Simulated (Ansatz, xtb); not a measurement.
**Isomers of C5H5OP in order of energy**

4 gas-phase structures of C5H5OP, from a drawn sample of its isomers (lower ones may exist). Each was relaxed with GFN2-xTB; where two conformers were screened, the lower at r2SCAN-D4/def2-SVP//GFN2-xTB is listed:

A. `C=Pc1ccco1`, a singlet
B. `C=CC1=COC=P1`, a singlet
C. `C=CC1=PC=CO1`, a singlet
D. `C=CC1=CP=CO1`, a singlet

**Question.** Estimate their order in r2SCAN-D4/def2-SVP//GFN2-xTB energy at these geometries, lowest first.

**Answer.** Calculated order at r2SCAN-D4/def2-SVP//GFN2-xTB: C (0.0), D (4.6), B (19.5), A (34.4) kJ/mol.

Energies above the lowest of each column, in kJ/mol; the last columns are at r2SCAN-D4/def2-SVP geometries:

```csv
structure,GFN2-xTB,HF/STO-3G,r2SCAN-D4/def2-SVP//GFN2-xTB,r2SCAN-D4/def2-SVP,CCSD(T)/def2-SVP + ΔMP2/def2-TZVPP
C,0.0,0.0,0.0,0.0,0.0
D,4.2,3.6,4.6,4.7,2.2
B,8.6,12.7,19.5,19.4,14.1
A,23.7,34.6,34.4,35.0,28.9
```

Every level run on C puts it lowest or level with the lowest. Flexible structures stand in one conformer each, not always the lowest. ΔMP2 is the change of the MP2 energy from the smaller to the larger basis.

Over these structures GFN2-xTB departs from r2SCAN-D4/def2-SVP//GFN2-xTB by 5.3 kJ/mol on average once a common shift is removed. A GFN2-xTB relaxation took about 0.064 s and the r2SCAN-D4/def2-SVP//GFN2-xTB energy about 3.3 s on a shared host (Ansatz 0.2.0, xtb 6.7.1).
